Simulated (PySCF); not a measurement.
V+ (vanadium, charge +1) across methods

[Ar] 3d3 4p1, one real determinant (an excited configuration). Computed with PySCF 2.14 in x2c-QZVPPall with one added diffuse shell each of s, p, d, f, g type (12s8p6d4f3g, 121 functions), with scalar relativity by spin-free X2C-1e. The B2PLYP total includes its PT2 part (frozen core); its orbital energies are those of the SCF part.

```json
{"method": "B2PLYP", "E (hartree)": "-948.538", "mean ε 3p β (eV)": "-56.063", "mean ε 3d α (eV)": "-19.055", "mean ε 4p α (eV)": "-8.936", "Σ⟨r²⟩ (bohr²)": "32.91", "⟨S²⟩": "6.001"}
{"method": "LDA", "E (hartree)": "-946.571", "mean ε 3p β (eV)": "-50.964", "mean ε 3d α (eV)": "-15.025", "mean ε 4p α (eV)": "-8.110", "Σ⟨r²⟩ (bohr²)": "32.19", "⟨S²⟩": "6.000"}
{"method": "LC-wPBE", "E (hartree)": "-948.621", "mean ε 3p β (eV)": "-56.269", "mean ε 3d α (eV)": "-19.842", "mean ε 4p α (eV)": "-10.337", "Σ⟨r²⟩ (bohr²)": "32.47", "⟨S²⟩": "6.001"}
{"method": "r2SCAN", "E (hartree)": "-948.766", "mean ε 3p β (eV)": "-51.573", "mean ε 3d α (eV)": "-15.417", "mean ε 4p α (eV)": "-8.118", "Σ⟨r²⟩ (bohr²)": "32.29", "⟨S²⟩": "6.001"}
{"method": "UHF", "E (hartree)": "-947.80500", "mean ε 3p β (eV)": "-60.296", "mean ε 3d α (eV)": "-22.667", "mean ε 4p α (eV)": "-9.752", "Σ⟨r²⟩ (bohr²)": "33.71", "⟨S²⟩": "6.003"}
{"method": "BLYP", "E (hartree)": "-948.836", "mean ε 3p β (eV)": "-50.694", "mean ε 3d α (eV)": "-14.827", "mean ε 4p α (eV)": "-7.891", "Σ⟨r²⟩ (bohr²)": "32.40", "⟨S²⟩": "6.000"}
{"method": "PBE0", "E (hartree)": "-948.595", "mean ε 3p β (eV)": "-53.542", "mean ε 3d α (eV)": "-17.011", "mean ε 4p α (eV)": "-8.602", "Σ⟨r²⟩ (bohr²)": "32.52", "⟨S²⟩": "6.001"}
```

(1) Estimate the same row for PBE.

⟨L²⟩ = 14.01 against 20 for a pure G term, so this real determinant mixes terms.

Results:

(1) E (hartree) = -948.562; mean ε 3p β (eV) = -50.856; mean ε 3d α (eV) = -14.969; mean ε 4p α (eV) = -8.087; Σ⟨r²⟩ (bohr²) = 32.39; ⟨S²⟩ = 6.000.
